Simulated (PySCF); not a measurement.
**Fractional electron number in Fe⁺ (iron, charge +1)**

The 4s alpha orbital of [Ar] 3d6 4s1 is emptied in steps (occupation f), with all orbitals relaxed, ending at [Ar] 3d6. Calculation: PySCF 2.14, in x2c-TZVPall (6s5p4d1f, 48 functions); the spin-free X2C one-electron Hamiltonian (Gaussian nucleus). The exact energy is a straight line in f; departures are measured from the line between the end points of the same method.

| f | UHF (eV) |
| --- | --- |
| 1 | 0.000 |
| 0.75 | 0.022 |
| 0.5 | 0.028 |
| 0.25 | 0.021 |
| 0 | 0.000 |

| method | E(f=0) − E(f=1) (eV) | −ε at f=1 (eV) | −ε at f=0.5 (eV) |
| --- | --- | --- | --- |
| UHF | 15.304 | 15.422 | 15.301 |

Orbital energy along the path (eV):

```tsv
f	UHF
1	-15.422
0.75	-15.360
0.5	-15.301
0.25	-15.246
0	-15.195
```

Reference removal energy between the ground levels: 16.199 eV (measured; NIST Atomic Spectra Database, ionization energies). The calculation has no spin-orbit coupling. UHF lacks correlation.
